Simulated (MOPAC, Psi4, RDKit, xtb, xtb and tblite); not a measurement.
Two geometries of SMILES CC(=O)[SiH2]CO (C₃H₈O₂Si), relaxed at GFN2-xTB with one dihedral held; other torsions can differ between them too.

Structure A

```
14

C     -2.2131     0.4770    -0.2529
C     -0.8674     0.5277     0.4147
O     -0.4950     1.4930     1.0456
Si     0.2804    -1.0218     0.2685
C      2.0820    -0.3738     0.3760
O      2.6558    -0.6606     1.6453
H     -2.7909     1.3757    -0.0486
H     -2.7494    -0.4020     0.0973
H     -2.0657     0.3691    -1.3253
H     -0.0086    -1.6855    -1.0057
H     -0.0027    -1.8943     1.4082
H      2.7237    -0.8835    -0.3452
H      2.1476     0.7006     0.1673
H      2.2146    -0.1130     2.3032
```

Structure B

```
14

C      1.1794     2.6858    -2.7665
C      1.0484     1.8256    -1.5388
O      0.0541     1.8386    -0.8485
Si     2.5504     0.6861    -1.1025
C      2.0605    -0.3651     0.4130
O      2.4767    -1.6939     0.1246
H      0.2929     3.2982    -2.9163
H      1.3367     2.0442    -3.6303
H      2.0565     3.3195    -2.6608
H      3.6989     1.5579    -0.8249
H      2.8236    -0.1822    -2.2459
H      2.5406    -0.0090     1.3328
H      0.9767    -0.3307     0.5765
H      2.2146    -2.2732     0.8481
```

### Question
Which is lower in energy at the level wB97X-D/def2-TZVP // GFN2-xTB (Psi4), and by how much?

### Answer
B is lower, by 1.29 kJ/mol (dihedral C2–Si4–C5–O6: 105° in A, 135° in B).

E(B) − E(A) in kJ/mol at the other levels, on the same two geometries: GFN2-xTB (xtb and tblite) 0.11; MMFF94 // GFN2-xTB (RDKit) 4.78; PBE0/def2-TZVP // GFN2-xTB (Psi4) -0.99; PBE0-D3(BJ)/def2-TZVP // GFN2-xTB (Psi4) -0.46; PBE/def2-TZVP // GFN2-xTB (Psi4) 0.98; PBE-D3(BJ)/def2-TZVP // GFN2-xTB (Psi4) 1.55; UFF // GFN2-xTB (RDKit) -0.38; PM7, restricted, heats of formation // GFN2-xTB (MOPAC) -4.51; PM6, restricted, heats of formation // GFN2-xTB (MOPAC) -1.12; GFN1-xTB // GFN2-xTB (xtb) -3.57.
